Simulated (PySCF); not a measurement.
C10H10.
Atom-mapped SMILES: `[CH2:1]=[CH:2][C:3]1=[CH:4][CH:5]=[CH:6][CH:7]=[CH:8][C:9]1=[CH2:10]` (hydrogens: H11, H12 on C1; H13 on C2; H14 on C4; H15 on C5; H16 on C6; H17 on C7; H18 on C8; H19, H20 on C10)

The same species was optimised twice, with GFN2-xTB and with PBE0-D3(BJ)/def2-SVP (PySCF), and the same property calculations (PySCF, gas phase) were run on both structures.

```tsv
coordinate	GFN2-xTB	PBE0-D3(BJ)/def2-SVP	change
C9=C10 (Å)	1.331	1.344	+0.013
C7–C8 (Å)	1.341	1.353	+0.012
C3–C4 (Å)	1.356	1.367	+0.011
C1=C2 (Å)	1.330	1.341	+0.011
C2–C3 (Å)	1.454	1.465	+0.011
C3–C9 (Å)	1.475	1.485	+0.010
C5–C6 (Å)	1.350	1.361	+0.011
C8–C9 (Å)	1.462	1.472	+0.010
C4–C5 (Å)	1.428	1.435	+0.007
C6–C7 (Å)	1.434	1.440	+0.006
C1–C2–C3 (°)	126.1	128.0	+1.9
C2–C3–C9 (°)	118.8	120.3	+1.5
C2–C3–C4 (°)	118.6	117.4	-1.2
C8–C9–C10 (°)	122.1	120.9	-1.2
C3–C9–C8 (°)	115.1	116.2	+1.1
C3–C4–C5 (°)	128.3	129.4	+1.1
C7–C8–C9 (°)	125.9	126.4	+0.5
C6–C7–C8 (°)	126.7	127.2	+0.5
C1–C2–C3–C4 (°)	167	173	+6
```

Rotational constants: A = 2357, B = 1160, C = 886.8 MHz (GFN2-xTB) against A = 2337, B = 1130, C = 852.6 MHz (PBE0-D3(BJ)/def2-SVP). Point groups within 0.08 Å: C1 and C1.

On the GFN2-xTB structure: HOMO (eV) -5.79 [PBE0/pcSseg-1]; LUMO (eV) -1.70 [PBE0/pcSseg-1]; dipole (D) 0.30 [PBE0/pcSseg-1]; GIAO shielding of C1 (ppm) 63.8 [PBE0/pcSseg-1]; GIAO shielding of C2 (ppm) 39.2 [PBE0/pcSseg-1]; GIAO shielding of C3 (ppm) 41.2 [PBE0/pcSseg-1]; GIAO shielding of C4 (ppm) 54.4 [PBE0/pcSseg-1]; GIAO shielding of C5 (ppm) 48.8 [PBE0/pcSseg-1]; GIAO shielding of C6 (ppm) 48.4 [PBE0/pcSseg-1]; GIAO shielding of C7 (ppm) 51.2 [PBE0/pcSseg-1]; GIAO shielding of C8 (ppm) 48.3 [PBE0/pcSseg-1].

Task: What do these properties become on the PBE0-D3(BJ)/def2-SVP structure?

Result: 
```json
{"property": "HOMO (eV)", "level": "PBE0/pcSseg-1", "on GFN2-xTB": "-5.79", "on PBE0-D3(BJ)/def2-SVP": "-5.79", "change": "0.00"}
{"property": "LUMO (eV)", "level": "PBE0/pcSseg-1", "on GFN2-xTB": "-1.70", "on PBE0-D3(BJ)/def2-SVP": "-1.83", "change": "-0.13"}
{"property": "dipole (D)", "level": "PBE0/pcSseg-1", "on GFN2-xTB": "0.30", "on PBE0-D3(BJ)/def2-SVP": "0.39", "change": "+0.09"}
{"property": "energy, GFN2-xTB geometry as zero (kcal/mol)", "level": "PBE0/pcSseg-1", "on GFN2-xTB": "0.0", "on PBE0-D3(BJ)/def2-SVP": "-0.8", "change": "-0.8"}
{"property": "GIAO shielding of C1 (ppm)", "level": "PBE0/pcSseg-1", "on GFN2-xTB": "63.8", "on PBE0-D3(BJ)/def2-SVP": "62.6", "change": "-1.2"}
{"property": "GIAO shielding of C2 (ppm)", "level": "PBE0/pcSseg-1", "on GFN2-xTB": "39.2", "on PBE0-D3(BJ)/def2-SVP": "37.3", "change": "-1.9"}
{"property": "GIAO shielding of C3 (ppm)", "level": "PBE0/pcSseg-1", "on GFN2-xTB": "41.2", "on PBE0-D3(BJ)/def2-SVP": "40.6", "change": "-0.6"}
{"property": "GIAO shielding of C4 (ppm)", "level": "PBE0/pcSseg-1", "on GFN2-xTB": "54.4", "on PBE0-D3(BJ)/def2-SVP": "48.9", "change": "-5.5"}
{"property": "GIAO shielding of C5 (ppm)", "level": "PBE0/pcSseg-1", "on GFN2-xTB": "48.8", "on PBE0-D3(BJ)/def2-SVP": "46.7", "change": "-2.1"}
{"property": "GIAO shielding of C6 (ppm)", "level": "PBE0/pcSseg-1", "on GFN2-xTB": "48.4", "on PBE0-D3(BJ)/def2-SVP": "46.0", "change": "-2.4"}
{"property": "GIAO shielding of C7 (ppm)", "level": "PBE0/pcSseg-1", "on GFN2-xTB": "51.2", "on PBE0-D3(BJ)/def2-SVP": "48.8", "change": "-2.4"}
{"property": "GIAO shielding of C8 (ppm)", "level": "PBE0/pcSseg-1", "on GFN2-xTB": "48.3", "on PBE0-D3(BJ)/def2-SVP": "46.3", "change": "-2.0"}
```

The heavy atoms differ by 0.062 Å rms after alignment. Among bonds between heavy atoms C7–C8 and C9=C10 change most and about equally (+0.012 to +0.013 Å). Changes are differences of the printed values. Neither structure is proved a minimum here.

The values belong to the conformer `[CH2:1]=[CH:2][C:3]1=[CH:4][CH:5]=[CH:6][CH:7]=[CH:8][C:9]1=[CH2:10]`: C1–C2–C3–C4 173°.
